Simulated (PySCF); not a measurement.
How methods differ on the excitation energy of Hf

Hf [Xe] 4f14 5d2 6s2 (3F) → Hf [Xe] 4f14 5d4 (5D), as a difference of total energies. Computed with PySCF 2.14 in x2c-TZVPPall (11s7p7d3f1g, 97 functions), with the spin-free X2C one-electron Hamiltonian (Gaussian nucleus). Correlated levels: valence: [Xe] 4f14 frozen. The calculations carry no spin-orbit coupling.

```tsv
method	excitation energy (cm⁻¹)
UHF	35557
MP2 (valence)	38472
SCS-MP2 (valence)	43482
CCSD (valence)	39005
CCSD(T) (valence)	39241
```

A first-order spin-orbit estimate (lowest level to lowest level, LS coupling) adds 0.153 eV.
